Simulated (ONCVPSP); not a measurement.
## PBE ONCV dataset for platinum, scalar-relativistic all-electron reference.

Input for ONCVPSP 4.0.1:

```
# ATOM AND REFERENCE CONFIGURATION
# atsym  z   nc   nv     iexc    psfile
  Pt 78.00   10    4        4      upf
#
#   n    l    f
    1    0    2.00
    2    0    2.00
    2    1    6.00
    3    0    2.00
    3    1    6.00
    3    2   10.00
    4    0    2.00
    4    1    6.00
    4    2   10.00
    4    3   14.00
    5    0    2.00
    5    1    6.00
    5    2    9.00
    6    0    1.00
#
# PSEUDOPOTENTIAL AND OPTIMIZATION
# lmax
    2
#
#   l,   rc,      ep,       ncon, nbas, qcut
    0    1.80    0.00    4    7    8.40
    1    1.10    0.00    4    8    7.20
    2    2.20    0.00    3    8    6.00
#
# LOCAL POTENTIAL
# lloc, lpopt,  rc(5),   dvloc0
    4    5    1.05    0.00
#
# VANDERBILT-KLEINMAN-BYLANDER PROJECTORs
# l, nproj, debl
    0    2    0.40
    1    2    1.10
    2    2    2.30
#
# MODEL CORE CHARGE
# icmod, fcfact, rcfact
    0    0.00    0.00
#
# LOG DERIVATIVE ANALYSIS
# epsh1, epsh2, depsh
   -5.00    5.00    0.04
#
# OUTPUT GRID
# rlmax, drl
    6.00    0.01
#
# TEST CONFIGURATIONS
# ncnf
    4
# nvcnf
#   n    l    f
    4
    5    0    2.00
    5    1    6.00
    5    2    9.00
    6    0    0.00
#
    4
    5    0    2.00
    5    1    6.00
    5    2    8.00
    6    0    0.00
#
    4
    5    0    2.00
    5    1    6.00
    5    2    7.00
    6    0    0.00
#
    4
    5    0    2.00
    5    1    6.00
    5    2    8.00
    6    0    2.00
#
```

Command:

```bash
oncvpsp.x < Pt.dat > Pt.out
```

The program printed (shortened: citation, most of the input echo, consistency checks and plot data are left out):

```
ONCVPSP  (Optimized Norm-Conservinng Vanderbilt PSeudopotential)
scalar-relativistic version 4.0.1

#   n    l    f        energy (Ha)
    1    0    2.00    -2.8825898E+03
    2    0    2.00    -5.0638549E+02
    2    1    6.00    -4.3878888E+02
    3    0    2.00    -1.1894639E+02
    3    1    6.00    -9.9265241E+01
    3    2   10.00    -7.7944108E+01
    4    0    2.00    -2.5560096E+01
    4    1    6.00    -1.9107263E+01
    4    2   10.00    -1.1275922E+01
    4    3   14.00    -2.5752918E+00
    5    0    2.00    -3.7417935E+00
    5    1    6.00    -2.0586542E+00
    5    2    9.00    -2.2568882E-01
    6    0    1.00    -2.0797764E-01

Reference configufation results
  iterations    29
  all-electron total energy (Ha)   -1.84135155D+04

Begin loop to  construct optimized pseudo wave functions
and semi-local pseudopoentials for all angular momenta

Calculating optimized projector #   1

 for l=   0

    Fraction of norm inside rc  0.987547
    Optimizing pswf for qcut=   8.41 a_B^-1,  ecut=  35.33 Ha
    Residual kinetic energy error=  8.68D-08 Ha

    Energy error per electron        Cutoff
         Ha          eV             Ha
         0.01000     0.27211       14.73
         0.00100     0.02721       20.68
         0.00010     0.00272       25.16
         0.00001     0.00027       28.62

Calculating optimized projector #   2

 for l=   0

    Fraction of norm inside rc  0.121202
    Optimizing pswf for qcut=   8.41 a_B^-1,  ecut=  35.33 Ha
    Residual kinetic energy error=  1.26D-07 Ha

    Energy error per electron        Cutoff
         Ha          eV             Ha
         0.01000     0.27211       12.05
         0.00100     0.02721       20.11
         0.00010     0.00272       25.43
         0.00001     0.00027       29.31

WARNING wellstate: negative energy specified for n= 6 l=  1
WARNING scattering state with energy  0.25000000
WARNING will be used for the first projector

   Wellstate for l =  1  n =  6
     eigenvalue =   0.2500
     asymptotic potential =   0.7500
     half-point radius =  3.7634

Calculating optimized projector #   1

 for l=   1

    Fraction of norm inside rc  0.535068
    Optimizing pswf for qcut=   7.19 a_B^-1,  ecut=  25.85 Ha
    Residual kinetic energy error=  1.29D-02 Ha

    Energy error per electron        Cutoff
         Ha          eV             Ha
         0.01000     0.27211       27.52
         0.00100     0.02721      139.79
         0.00010     0.00272      171.31
         0.00001     0.00027      224.80

Calculating optimized projector #   2

 for l=   1

    Fraction of norm inside rc  0.051573
    Optimizing pswf for qcut=   7.19 a_B^-1,  ecut=  25.85 Ha
    Residual kinetic energy error=  2.49D-03 Ha

    Energy error per electron        Cutoff
         Ha          eV             Ha
         0.01000     0.27211       16.62
         0.00100     0.02721       31.47
         0.00010     0.00272      142.52
         0.00001     0.00027      226.39

   Wellstate for l =  2  n =  7
     eigenvalue =   2.0743
     asymptotic potential =   2.5743
     half-point radius =  3.9433

Calculating optimized projector #   1

 for l=   2

    Fraction of norm inside rc  0.793829
    Optimizing pswf for qcut=   6.01 a_B^-1,  ecut=  18.04 Ha
    Residual kinetic energy error=  1.48D-05 Ha

    Energy error per electron        Cutoff
         Ha          eV             Ha
         0.01000     0.27211       11.58
         0.00100     0.02721       14.22
         0.00010     0.00272       16.41
         0.00001     0.00027       21.09

Calculating optimized projector #   2

 for l=   2

    Fraction of norm inside rc  0.184114
    Optimizing pswf for qcut=   6.01 a_B^-1,  ecut=  18.04 Ha
    Residual kinetic energy error=  9.31D-05 Ha

    Energy error per electron        Cutoff
         Ha          eV             Ha
         0.01000     0.27211       12.78
         0.00100     0.02721       15.69
         0.00010     0.00272       17.96
         0.00001     0.00027       46.92

Construct Vanderbilt / Kleinmman-Bylander projectors

B matrix Hermiticity error, ll=   0
   1   2    5.7534E-04

  Orthonormal projector coefficients  1.5520E+01  2.4319E+00

B matrix Hermiticity error, ll=   1
   1   2    3.7454E-04

  Orthonormal projector coefficients  1.8160E+01  5.9546E+00

B matrix Hermiticity error, ll=   2
   1   2   -2.4867E-04

  Orthonormal projector coefficients  6.7025E+00 -1.1816E+00

Pseudoatom total energy -119.365018

Diagnostic tests using Vanderbilt-Kleinman-Bylander pseudopotentials
  1 or more projectors used as specified by nproj input data

   l    rcore       rmatch      e in        delta e   norm test  slope test

   0   1.8090016   1.8639268  -3.7417935   0.0000030   1.0002762   1.0002470
   0   1.8090016   1.8639268  -0.2079776   0.0000017   1.0000348   1.0000274

   1   1.1010488   1.1344790  -2.0586542  -0.0000393   1.0002157   1.0002777
   1   1.1010488   1.1344790   0.2500000   0.0000126   1.0005683   1.0005683

   2   2.2038007   2.2707129  -0.2256888  -0.0000318   1.0000576   0.9999990
   2   2.2038007   2.2707129   2.0743112  -0.0000377   1.0001645   1.0001645

 Testing for bound ghosts
   n   l    E NL Schr. Eq   E Basis Diag.   E Cutoff

   1   0       -3.741791       -3.741788     58.62
   2   0       -0.207976       -0.183502     58.62

   2   1       -2.058693       -2.057374    248.98

   3   2       -0.225721       -0.225269     71.05

 Testing for highly-localized positive-energy ghosts
       l    <radius>/rc     E Basis Diag.   E Cutoff

       0        0.364414        2.930225     58.62  WARNING - GHOST(+)

Test configuration 0

   n   l     f        eae           eps        diff
   1   0  2.0000-2882.58977367
   2   0  2.0000 -506.38549181
   2   1  6.0000 -438.78887724
   3   0  2.0000 -118.94638657
   3   1  6.0000  -99.26524108
   3   2 10.0000  -77.94410828
   4   0  2.0000  -25.56009571
   4   1  6.0000  -19.10726267
   4   2 10.0000  -11.27592159
   4   3 14.0000   -2.57529182
   5   0  2.0000   -3.74179352   -3.74179051    3.01D-06
   5   1  6.0000   -2.05865417   -2.05869346   -3.93D-05
   5   2  9.0000   -0.22568882   -0.22572062   -3.18D-05
   6   0  1.0000   -0.20797764   -0.20797598    1.66D-06

    Total energies and differences
      AE_ref= -1.84135155D+04  AE_tst= -1.84135155D+04  dif=  0.00D+00
      PS_ref= -1.19365018D+02  PS_tst= -1.19365018D+02  dif=  5.54D-13
      PSP excitation error= -5.54D-13

Test configuration 1

   n   l     f        eae           eps        diff
   1   0  2.0000-2882.89240984
   2   0  2.0000 -506.68531004
   2   1  6.0000 -439.08875233
   3   0  2.0000 -119.24688898
   3   1  6.0000  -99.56574982
   3   2 10.0000  -78.24436605
   4   0  2.0000  -25.86106209
   4   1  6.0000  -19.40820667
   4   2 10.0000  -11.57675623
   4   3 14.0000   -2.87621042
   5   0  2.0000   -4.04436786   -4.04620815   -1.84D-03
   5   1  6.0000   -2.36315234   -2.36390851   -7.56D-04
   5   2  9.0000   -0.52566799   -0.52595263   -2.85D-04

    Total energies and differences
      AE_ref= -1.84135155D+04  AE_tst= -1.84131776D+04  dif=  3.38D-01
      PS_ref= -1.19365018D+02  PS_tst= -1.19027028D+02  dif=  3.38D-01
      PSP excitation error= -1.05D-04

Test configuration 2

   n   l     f        eae           eps        diff
   1   0  2.0000-2883.36447650
   2   0  2.0000 -507.15873813
   2   1  6.0000 -439.56215014
   3   0  2.0000 -119.71931376
   3   1  6.0000 -100.03816843
   3   2 10.0000  -78.71701409
   4   0  2.0000  -26.33295258
   4   1  6.0000  -19.88008133
   4   2 10.0000  -12.04865177
   4   3 14.0000   -3.34775115
   5   0  2.0000   -4.51160619   -4.51270338   -1.10D-03
   5   1  6.0000   -2.82397749   -2.82450181   -5.24D-04
   5   2  8.0000   -0.95099938   -0.95069226    3.07D-04

    Total energies and differences
      AE_ref= -1.84135155D+04  AE_tst= -1.84124439D+04  dif=  1.07D+00
      PS_ref= -1.19365018D+02  PS_tst= -1.18293126D+02  dif=  1.07D+00
      PSP excitation error= -2.68D-04

Test configuration 3

   n   l     f        eae           eps        diff
   1   0  2.0000-2883.90083496
   2   0  2.0000 -507.69692379
   2   1  6.0000 -440.10034570
   3   0  2.0000 -120.25504433
   3   1  6.0000 -100.57389057
   3   2 10.0000  -79.25320425
   4   0  2.0000  -26.86717748
   4   1  6.0000  -20.41421329
   4   2 10.0000  -12.58272502
   4   3 14.0000   -3.88099001
   5   0  2.0000   -5.03602414   -5.03560553    4.19D-04
   5   1  6.0000   -3.33861310   -3.33802854    5.85D-04
   5   2  7.0000   -1.42458938   -1.42240640    2.18D-03

    Total energies and differences
      AE_ref= -1.84135155D+04  AE_tst= -1.84112599D+04  dif=  2.26D+00
      PS_ref= -1.19365018D+02  PS_tst= -1.17110050D+02  dif=  2.25D+00
      PSP excitation error=  6.08D-04

Test configuration 4

   n   l     f        eae           eps        diff
   1   0  2.0000-2882.69186374
   2   0  2.0000 -506.49189734
   2   1  6.0000 -438.89517576
   3   0  2.0000 -119.05169226
   3   1  6.0000  -99.37053519
   3   2 10.0000  -78.04980135
   4   0  2.0000  -25.66477311
   4   1  6.0000  -19.21198244
   4   2 10.0000  -11.38081684
   4   3 14.0000   -2.67996835
   5   0  2.0000   -3.84261243   -3.83960164    3.01D-03
   5   1  6.0000   -2.15330503   -2.15221049    1.09D-03
   5   2  8.0000   -0.29566332   -0.29501003    6.53D-04
   6   0  2.0000   -0.23894973   -0.23913551   -1.86D-04

    Total energies and differences
      AE_ref= -1.84135155D+04  AE_tst= -1.84134786D+04  dif=  3.69D-02
      PS_ref= -1.19365018D+02  PS_tst= -1.19328595D+02  dif=  3.64D-02
      PSP excitation error=  4.97D-04
```

The run took about 4 s on one core of a shared server CPU.
